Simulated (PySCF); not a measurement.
Compound: C₂H₁₁PSi₂.
Geometry (GFN2-xTB, Å), atoms numbered from 1 in this order:
```xyz
16
C2H11PSi2 angstrom
C     -0.311   -1.413    0.805
C     -0.785   -0.364   -0.201
Si    -1.636    1.091    0.696
Si     0.663    0.185   -1.316
P      2.313    0.851    0.049
H      0.462   -0.994    1.449
H     -1.130   -1.751    1.439
H      0.105   -2.286    0.302
H     -1.531   -0.830   -0.852
H     -2.181    2.012   -0.304
H     -2.734    0.553    1.507
H     -0.681    1.777    1.564
H      1.077   -0.928   -2.189
H      0.295    1.316   -2.174
H      3.179    1.191   -0.974
H      2.886   -0.400    0.188
```

Level of theory: TDDFT wB97X-D/def2-SVPD, vertical, gas phase, core orbitals frozen in the response (PySCF 2.14.0, density-fitted response routines).

Kohn–Sham orbitals with the atoms that hold most of them (Löwdin shares over 4%, at most four atoms; ? is withheld):

```csv
orbital,ε (eV),atoms
HOMO-3,-11.14,"Si4 27%, H14 22%, P5 22%, H16 8%"
HOMO-2,-10.78,"C2 29%, Si3 14%, P5 11%, C1 10%"
HOMO-1,-10.00,?
HOMO,-9.20,"P5 63%, Si4 14%, H15 6%, H16 6%"
LUMO,?,?
LUMO+1,1.96,"P5 27%, Si4 21%, H16 12%, Si3 10%"
LUMO+2,2.20,"P5 27%, Si4 17%, Si3 10%, H15 7%"
```

Problem. Which atoms hold the LUMO, and with what shares?

Solution. Si4 (bonded to C, P and 2 H) 23%; P5 (bonded to Si and 2 H) 13%; Si3 (bonded to C and 3 H) 13%; H13 (bonded to Si) 7%. By element: silicon 36%, phosphorus 13%, hydrogen 7% or more.

Problem. Which atoms hold the HOMO-1, and with what shares?

Solution. C2 (bonded to C, 2 Si and H) 35%; Si4 (bonded to C, P and 2 H) 16%; Si3 (bonded to C and 3 H) 13%; C1 (bonded to C and 3 H) 8%. By element: carbon 43%, silicon 30%.

Problem. What is the LUMO energy, and the HOMO–LUMO gap?

Solution. ε(LUMO) = 1.78 eV; the gap is 10.98 eV (0.4035 hartree).

Problem. The HOMO–LUMO gap is 10.98 eV. Where does the response calculation put the lowest singlet, and from which orbitals?

Solution. S1 is at 6.47 eV (f = 0.013), 4.51 eV below the gap, made of HOMO→LUMO+1 (72%), HOMO→LUMO+2 (12%). Its leading pair isn't HOMO and LUMO; the energies of that pair differ by 11.16 eV. Without the coupling terms of the response equations the lowest excitation would equal the gap.

Problem. One configuration dominates each of S1 and S5. Which, and how do the shares of the two leading atoms of either orbital change from the occupied to the empty one?

Solution. 
- S1 (6.47 eV, f 0.013), HOMO→LUMO+1 (72%): P5 63% → 27%, Si4 14% → 21%
- S5 (7.63 eV, f 0.021), HOMO-1→LUMO (75%): C2 35% → at most 7%, Si4 16% → 23%, P5 at most 9% → 13%

Löwdin shares depend on the basis, the more so with diffuse functions.

One conformer stands for the species.
